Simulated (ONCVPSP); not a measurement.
C (Z = 6) ONCV: all-electron and pseudo phase curves

- Element: carbon (C)
- Generator: ONCVPSP 4.0.1
- Type: optimised norm-conserving Vanderbilt (ONCV)
- Functional: PBE
- Relativity: fully relativistic
- Frozen core: [He]
- Valence charge: 4
- Reference configuration: 2s1 2p3
- Partial waves: 2s: rc 1.25 bohr, ncon 4, nbas 8, qcut 6 1/bohr, 2 projectors, debl 3.4 Ha; 2p: rc 3.00 bohr, ncon 3, nbas 8, qcut 4.5 1/bohr, 2 projectors, debl 1.6 Ha; d scattering state at 0.02 Ha: rc 3.30 bohr, ncon 3, nbas 6, qcut 2.5 1/bohr, 1 projector
- Local potential: polynomial inside 0.85 bohr (lpopt 2, dvloc0 0 Ha)
- Core correction: none

Open shells are filled in proportion to 2j + 1.

The phase is arctan(r·R′/R) of the radial function R(r), unwrapped; energies in Ha, scanned from -2 to 5 Ha. A pole is an energy at which the radial function vanishes at the test radius. The pseudo phase is shifted by a multiple of π to meet the all-electron one at the reference energy, and phase errors are pseudo minus all-electron; the curves can meet again beyond the range given. Levels narrower than the energy grid can be missing from the lists of poles.

```csv
channel,radius (bohr),reference energy (Ha),"poles, all-electron","poles, pseudo",unbroken range about the reference energy with phases within 0.05 rad,phase error 1 Ha above the reference energy (rad)
s,1.27,-0.52,2.68,2.68,the whole range,-0.000
p3/2,3.04,-0.21,"-0.11, 1.55, 4.33","-0.11, 1.55, 4.30",below 2.5,+0.003
p1/2,3.04,-0.21,"-0.11, 1.55, 4.33","-0.11, 1.55, 4.30",below 2.5,+0.003
d5/2,3.35,0.02,"0.92, 2.76",1.03,below 0.3,+0.057
d3/2,3.35,0.02,"0.92, 2.76",1.03,below 0.4,+0.058
```

Note: no bound ghost flagged; GHOST(+) flagged for d5/2 at 10.5 eV, d3/2 at 10.7 eV.

Phases in the s channel:

```json
{"E (Ha)": "-1.98", "all-electron": "0.445", "pseudo": "0.445"}
{"E (Ha)": "-1.80", "all-electron": "0.310", "pseudo": "0.310"}
{"E (Ha)": "-1.62", "all-electron": "0.154", "pseudo": "0.154"}
{"E (Ha)": "-1.44", "all-electron": "-0.019", "pseudo": "-0.019"}
{"E (Ha)": "-1.26", "all-electron": "-0.202", "pseudo": "-0.202"}
{"E (Ha)": "-1.08", "all-electron": "-0.383", "pseudo": "-0.383"}
{"E (Ha)": "-0.90", "all-electron": "-0.551", "pseudo": "-0.551"}
{"E (Ha)": "-0.72", "all-electron": "-0.701", "pseudo": "-0.701"}
{"E (Ha)": "-0.54", "all-electron": "-0.829", "pseudo": "-0.829"}
{"E (Ha)": "-0.36", "all-electron": "-0.937", "pseudo": "-0.937"}
{"E (Ha)": "-0.18", "all-electron": "-1.028", "pseudo": "-1.028"}
{"E (Ha)": "0.00", "all-electron": "-1.104", "pseudo": "-1.104"}
{"E (Ha)": "0.18", "all-electron": "-1.169", "pseudo": "-1.169"}
{"E (Ha)": "0.36", "all-electron": "-1.224", "pseudo": "-1.224"}
{"E (Ha)": "0.54", "all-electron": "-1.271", "pseudo": "-1.271"}
{"E (Ha)": "0.72", "all-electron": "-1.312", "pseudo": "-1.312"}
{"E (Ha)": "0.90", "all-electron": "-1.349", "pseudo": "-1.349"}
{"E (Ha)": "1.08", "all-electron": "-1.381", "pseudo": "-1.381"}
{"E (Ha)": "1.26", "all-electron": "-1.409", "pseudo": "-1.410"}
{"E (Ha)": "1.44", "all-electron": "-1.436", "pseudo": "-1.436"}
{"E (Ha)": "1.62", "all-electron": "-1.460", "pseudo": "-1.460"}
{"E (Ha)": "1.80", "all-electron": "-1.481", "pseudo": "-1.482"}
{"E (Ha)": "1.98", "all-electron": "-1.502", "pseudo": "-1.502"}
{"E (Ha)": "2.16", "all-electron": "-1.521", "pseudo": "-1.521"}
{"E (Ha)": "2.34", "all-electron": "-1.539", "pseudo": "-1.539"}
{"E (Ha)": "2.52", "all-electron": "-1.556", "pseudo": "-1.556"}
{"E (Ha)": "2.70", "all-electron": "-1.573", "pseudo": "-1.573"}
{"E (Ha)": "2.88", "all-electron": "-1.589", "pseudo": "-1.589"}
{"E (Ha)": "3.06", "all-electron": "-1.604", "pseudo": "-1.604"}
{"E (Ha)": "3.24", "all-electron": "-1.620", "pseudo": "-1.620"}
{"E (Ha)": "3.42", "all-electron": "-1.635", "pseudo": "-1.635"}
{"E (Ha)": "3.60", "all-electron": "-1.650", "pseudo": "-1.650"}
{"E (Ha)": "3.78", "all-electron": "-1.666", "pseudo": "-1.666"}
{"E (Ha)": "3.96", "all-electron": "-1.681", "pseudo": "-1.682"}
{"E (Ha)": "4.14", "all-electron": "-1.698", "pseudo": "-1.698"}
{"E (Ha)": "4.32", "all-electron": "-1.714", "pseudo": "-1.715"}
{"E (Ha)": "4.50", "all-electron": "-1.732", "pseudo": "-1.732"}
{"E (Ha)": "4.68", "all-electron": "-1.750", "pseudo": "-1.751"}
{"E (Ha)": "4.86", "all-electron": "-1.770", "pseudo": "-1.771"}
```
